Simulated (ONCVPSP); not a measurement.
# Cu, ONCV: configuration errors across variants

```json
{
 "Element": "Cu",
 "Generator": "ONCVPSP 4.0.1",
 "Type": "optimised norm-conserving Vanderbilt (ONCV)",
 "Functional": "PW91",
 "Relativity": "scalar-relativistic",
 "Frozen core": "[Ne]",
 "Valence charge": "19",
 "Reference configuration": "3s2 3p6 3d9 4s2",
 "Partial waves": "3s+4s: rc 1.40 bohr, ncon 3, nbas 6, qcut 6.9 1/bohr, 3 projectors, debl 3.5 Ha; 3p: rc 0.70 bohr, ncon 4, nbas 7, qcut 12.9 1/bohr, 2 projectors, debl 2.1 Ha; 3d: rc 1.50 bohr, ncon 3, nbas 8, qcut 12.7 1/bohr, 2 projectors, debl 3.9 Ha",
 "Local potential": "polynomial inside 0.55 bohr (lpopt 5, dvloc0 0 Ha)",
 "Core correction": "Teter function, fcfact 1.75, rcfact 1.45"
}
```

In the p channel the program set the typed energies aside and used -2.843, 0.250 Ha.

All-electron excitation energies from the reference (eV): (1) 3s2 3p6 3d10 4s1 -1.992; (2) 3s2 3p6 3d10 4s0 6.213; (3) 3s2 3p6 3d9 4s0 27.646; (4) 3s2 3p6 3d9 4s1 4p1 4.870.

1 further variants failed, have other tests or too few solved ones, and are left out.

Errors AE − PS in meV (a dash: test not solved or not reliable):

| change | (1) | (2) | (3) | (4) | bound ghosts | GHOST(+) flags above zero |
| --- | --- | --- | --- | --- | --- | --- |
| base | +22 | +47 | +5.7 | 0.0 | none | s |
| d: qcut 9.5 | +58 | +107 | +10 | +0.3 | none | s |
| all radii but the core radius scaled by about 1.04 (s 1.46, p 0.74, d 1.56 bohr); local potential polynomial inside 0.58 bohr (lpopt 5, dvloc0 0 Ha) | +27 | +55 | +6.4 | 0.0 | none | s |
| core correction Teter function, fcfact 1.6, rcfact 1.45 | +22 | +47 | +5.7 | 0.0 | none | s |
| p: qcut 17.3 | +22 | +47 | +5.7 | 0.0 | none | s |
| p: rc 0.96 | +22 | +47 | +5.7 | 0.0 | none | s |
| d: rc 1.08 | +7.8 | +18 | +1.5 | -0.2 | none | s |
| local potential polynomial inside 0.55 bohr (lpopt 5, dvloc0 -0.5 Ha) | +22 | +47 | +5.7 | 0.0 | none | s |
| p: debl 2.95 | +22 | +47 | +5.7 | 0.0 | none | s |
| local potential polynomial inside 0.50 bohr (lpopt 5, dvloc0 6 Ha) | +22 | +47 | +5.7 | 0.0 | none | s |

(1) Give the same row for: p: nbas 9.

Answers

(1) +22, +47, +5.8, 0.0; bound ghosts: none; GHOST(+) flags above zero: s.
